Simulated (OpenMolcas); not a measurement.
# Dy2+ in octahedral coordination: ligands and hosts compared

| Property | Result |
| --- | --- |
| Program | OpenMolcas 26.06 |
| Method | CASSCF |
| Active space | 10 electrons in 7 orbitals (4f) |
| Spin-orbit coupling | state interaction with AMFI integrals over the reference wave functions |

Distances were set from a Shannon-type radius of the metal (high-spin where two are listed) plus a fixed donor radius (Br 1.91, Cl 1.76, H2O 1.36, O 1.38, F 1.31 Å), in hosts weighted 0.65 to 0.35 with the host's distance in the model lattice. Anionic complexes are neutralised by point charges, and hosts are embedded clusters. Ligand basis ANO-RCC-VDZP. States (labels of the rotation group of each site). Energies in cm-1 above the lowest state or level, χT in cm3 K/mol.

| Ligand or host | R (Å) | Metal basis | Outer charge (e at Å behind ligand) | Ground state | First state of that spin | First gap with spin-orbit (degeneracies) | Width of lowest J | χT at 300 K |
| --- | --- | --- | --- | --- | --- | --- | --- | --- |
| CsCaBr3 | 2.933 | ANO-RCC-VDZP |  | 5A2 | 5T2 22.5 | 2.5 (2, 3) | 50 | 13.928 |
| Cl | 2.83 | ANO-RCC-VTZP | 0.67 at 2.4 | 5A2 | 5T2 32.3 | 3.7 (2, 3) | 76 | 13.918 |
| Cs2NaYCl6 | 2.756 | ANO-RCC-VDZP |  | 5A2 | 5T2 32.7 | 3.8 (2, 3) | 80 | 13.912 |
| NaCl | 2.827 | ANO-RCC-VDZP |  | 5A2 | 5T2 32.9 | 3.8 (2, 3) | 81 | 13.919 |
| H2O | 2.43 | ANO-RCC-VDZP |  | 5A2 | 5T2 122.9 | 11.8 (2, 3) | 233 | 13.819 |
| SrO | 2.496 | ANO-RCC-VDZP |  | 5A2 | 5T2 54.9 | 6.6 (2, 3) | 256 | 13.825 |
| CsCaF3 | 2.339 | ANO-RCC-VDZP |  | 5A2 | 5T2 93.0 | 11.0 (2, 3) | 265 | 13.807 |
| NaF | 2.358 | ANO-RCC-VDZP |  | 5A2 | 5T2 101.9 | 12.0 (2, 3) | 282 | 13.792 |
| Cs2NaYF6 | 2.309 | ANO-RCC-VDZP |  | 5A2 | 5T2 98.3 | 11.6 (2, 3) | 289 | 13.782 |

The rows also differ in their metal basis and outer charges, so part of each step comes from that.

The width of the lowest J multiplet rises in the order CsCaBr3 < Cl < Cs2NaYCl6 < NaCl < H2O < SrO < CsCaF3 < NaF < Cs2NaYF6, by a factor of 5.78 from first to last.

High states are left out of the spin-orbit mixing, which shifts the levels that they would mix with. Without dynamic correlation the ligand-field splitting of an f shell can come out too small, at times by half. A group larger than the point group allows holds several states that coincide in this model. No measured value stands beside these numbers; the geometry was imposed, not optimised, and the real ion may take another.
